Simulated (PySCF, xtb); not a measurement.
silole cation (C4H6Si), SMILES C1=C[SiH2]C=C1 (connectivity only; charge and spin as stated), charge +1, multiplicity 2.

Harmonic wavenumbers (cm⁻¹) from GFN2-xTB in xtb 6.7.1 at its own minimum, in rising order: 231, 302, 376, 409, 466, 502, 587, 649, 691, 691, 707, 756, 886, 913, 963, 1038, 1068, 1134, 1201, 1409, 1459, 2331, 2352, 3032, 3041, 3088, 3090.

Question: What does PBE0-D3(BJ)/def2-SVP in PySCF 2.14.0 give at its own minimum? (Estimate from the structure and the level; the computed values follow.)

Answer: 151, 337, 471, 496, 607, 614, 682, 732, 737, 826, 831, 890, 951, 1032, 1041, 1096, 1138, 1303, 1379, 1480, 1532, 2284, 2303, 3209, 3218, 3228, 3231. Paired by order, the mean absolute difference is 103 cm⁻¹ and the zero-point energies are 47.7 and 51.2 kcal/mol.
